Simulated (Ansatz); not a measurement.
Start from `[NH2][GeH2][O]BF` and change one atom or group to get `BOBF`.

Ansatz, PBE0-D4/def2-TZVP geometries, multiplicity 1. Each molecule was computed in one conformer, which needn't be the lowest.

Scalar relativity is left out up to krypton.

```csv
property,`[NH2][GeH2][O]BF`
size of the dipole moment (ωB97M-V/def2-TZVPP) / D,2.43
LUMO energy (ωB97M-V/def2-TZVPP) / eV,1.82
HOMO energy (B3LYP/def2-TZVPP) / eV,-7.80
size of the dipole moment (B3LYP/def2-TZVPP) / D,2.46
HOMO–LUMO gap (ωB97M-V/def2-TZVPP) / eV,12.30
LUMO energy (PBE/def2-TZVPP) / eV,-0.51
```

(1) Give the same properties after the change, and the shifts. (An estimate is asked.)

Answers

(1) The calculation gave: 
```
                                          property  `BOBF`  shift
size of the dipole moment (ωB97M-V/def2-TZVPP) / D    1.12  -1.31
             LUMO energy (ωB97M-V/def2-TZVPP) / eV    0.70  -1.12
               HOMO energy (B3LYP/def2-TZVPP) / eV   -8.87  -1.07
  size of the dipole moment (B3LYP/def2-TZVPP) / D    1.15  -1.31
           HOMO–LUMO gap (ωB97M-V/def2-TZVPP) / eV   12.14  -0.16
                 LUMO energy (PBE/def2-TZVPP) / eV   -2.37  -1.86
```

With PBE0 the HOMO falls by 0.99 eV and the LUMO falls by 1.64 eV, so the gap narrows by about 0.65 eV. PBE moves the HOMO by -0.95 eV and ωB97M-V by -0.96 eV. The zero-point energy changes by -54.7 kJ/mol with -9 modes. Dipoles are sizes alone; their direction can turn.

B3LYP here is the variant with VWN-RPA as its local correlation; programs differ in this.
